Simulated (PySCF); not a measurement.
All values below come from PBE-D3(BJ)/def2-TZVP // PBE-D3(BJ)/def2-SVP (PySCF). All species are isolated molecules in the gas phase. One relaxed conformer stands for a flexible species; it need not be the lowest. Excitations are Tamm–Dancoff values on a coarser integration grid. The basis has no diffuse functions, so Rydberg states are missing or too high.

Reference species (SMILES): `Bc1c([SiH3])ccc2cccnc12` (neutral, multiplicity 1).

- S1–T1 gap (TDA): 0.12 eV
- brightest of the four lowest singlets (TDA): 3.75 eV
- T1 excitation (TDA): 2.46 eV

Changed species: `c1(cc(B)c2ncccc2c1)[SiH3]`.

Question: Give the shifts of the S1–T1 gap (TDA), brightest of the four lowest singlets (TDA) and T1 excitation (TDA).

Answer: the S1–T1 gap (TDA) hardly moves; the brightest of the four lowest singlets (TDA) rises by 0.14 eV, to 3.89 eV; the T1 excitation (TDA) rises by 0.14 eV, to 2.60 eV.
